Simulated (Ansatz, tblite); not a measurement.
Isomers of Na7⁻ (singlet), found by a short tight-binding search and relaxed with PBE0/def2-SVPD in Ansatz.

The xTB rows come from tblite. LC-ωPBE has ω = 0.4 bohr⁻¹. Correlated methods freeze 7 core orbitals; core or outer-core shells of Na are correlated, in sets that lack core-valence functions.

Run but left out: HF/STO-3G (A: restricted singlet, unstable in another Hartree–Fock run and untested here); HF/def2-SVPD, HF/def2-TZVPD (A: restricted singlet, unstable towards broken spin symmetry).

A: The restricted singlet is unstable towards broken spin symmetry in Hartree–Fock (as tested in another run); at PBE/def2-TZVPD, r2SCAN/def2-TZVPD, PBE0/def2-TZVPD, LC-ωPBE/def2-TZVPD and others this wasn't settled. At PBE/def2-TZVPD the highest occupied level of the charge -1 singlet lies above zero (up to 0.01 eV). The electron is either unbound and held by the finite basis, or the level is raised by self-interaction error. At CCSD(T)/def2-SVPD, MP2/def2-TZVPD the restricted singlet (for correlated methods, its reference) is unstable: a solution with broken spin symmetry lies lower. B: The restricted singlet is unstable towards broken spin symmetry in Hartree–Fock (as tested in another run); at PBE/def2-TZVPD, r2SCAN/def2-TZVPD, PBE0/def2-TZVPD, LC-ωPBE/def2-TZVPD and others this wasn't settled. At PBE/def2-TZVPD, r2SCAN/def2-TZVPD the highest occupied level of the charge -1 singlet lies above zero (up to 0.07 eV). The electron is either unbound and held by the finite basis, or the level is raised by self-interaction error. At CCSD(T)/def2-SVPD, MP2/def2-TZVPD the restricted singlet (for correlated methods, its reference) is unstable: a solution with broken spin symmetry lies lower. C: The restricted singlet is unstable towards broken spin symmetry in Hartree–Fock (as tested in another run); at PBE/def2-TZVPD, r2SCAN/def2-TZVPD, PBE0/def2-TZVPD, LC-ωPBE/def2-TZVPD and others this wasn't settled. At CCSD(T)/def2-SVPD, MP2/def2-TZVPD the restricted singlet (for correlated methods, its reference) is unstable: a solution with broken spin symmetry lies lower.

Other spin states weren't relaxed.

A:

```tsv
atom	x (Å)	y (Å)	z (Å)
Na1	2.732	-0.621	-0.356
Na2	-0.259	-2.363	-0.578
Na3	-2.218	0.328	-1.654
Na4	0.934	1.391	-2.494
Na5	1.024	-0.653	2.596
Na6	-2.288	-0.309	1.710
Na7	0.075	2.227	0.775
```

B:

```xyz
7

Na    0.057   -2.364    0.105
Na    2.657    0.026    1.050
Na   -0.195    0.341    2.854
Na   -1.565    0.136   -2.420
Na    1.805   -0.191   -2.208
Na   -0.007    2.348   -0.102
Na   -2.751   -0.297    0.722
```

C:

```tsv
atom	x (Å)	y (Å)	z (Å)
Na1	0.2859	1.9623	1.3480
Na2	0.3689	-1.2839	2.5367
Na3	-2.2024	2.3578	-1.0729
Na4	2.8619	0.0107	0.1135
Na5	-2.2241	-0.8576	0.3098
Na6	0.4630	0.4810	-2.3179
Na7	0.4468	-2.6703	-0.9171
```

Problem. Estimate which lies lowest at each level, and how far above it the others are (eV).

Solution. 
| level | A | B | C |
| --- | --- | --- | --- |
| GFN1-xTB | 0.01 | 0.00 | 0.04 |
| GFN2-xTB | 0.00 | 0.07 | 0.03 |
| PBE/def2-TZVPD | 0.01 | 0.01 | 0.00 |
| r2SCAN/def2-TZVPD | 0.01 | 0.00 | 0.00 |
| PBE0/def2-TZVPD | 0.02 | 0.01 | 0.00 |
| LC-ωPBE/def2-TZVPD | 0.04 | 0.03 | 0.00 |
| ωB97X-V/def2-TZVPD | 0.04 | 0.04 | 0.00 |
| MP2/def2-SVPD | 0.03 | 0.00 | 0.04 |
| MP2/def2-TZVPD | 0.03 | 0.00 | 0.04 |
| CCSD/def2-SVPD | 0.03 | 0.02 | 0.00 |
| CCSD(T)/def2-SVPD | 0.01 | 0.00 | 0.00 |
Point groups (tolerance 0.1 Å): A not assigned, B not assigned, C not assigned. Lower isomers may exist.
